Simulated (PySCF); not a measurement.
**V⁺: ionisation energy**

V⁺ [Ar] 3d4 (5D) → V²⁺ [Ar] 3d3 (4F), as a difference of total energies. All numbers are calculated (PySCF 2.14, no relativity, point nucleus, in cc-pVTZ (7s6p4d2f1g, 68 functions)). Correlated levels: valence: [Ar] frozen. The calculations carry no spin-orbit coupling.

```
           method  ionisation energy (eV)  difference from reference (eV)
              UHF                  13.279                          -1.355
              PBE                  15.430                          +0.796
    MP2 (valence)                  14.026                          -0.608
SCS-MP2 (valence)                  13.528                          -1.106
```

Reference: 14.634 ± 0.007 eV (measured; NIST Atomic Spectra Database, ionization energies).

These non-relativistic numbers lack the scalar-relativistic shift.

The reference lies between the lowest fine-structure levels, while these numbers refer to the centres of the terms.

Errors of the correlated levels include the incompleteness of this basis and the frozen core.
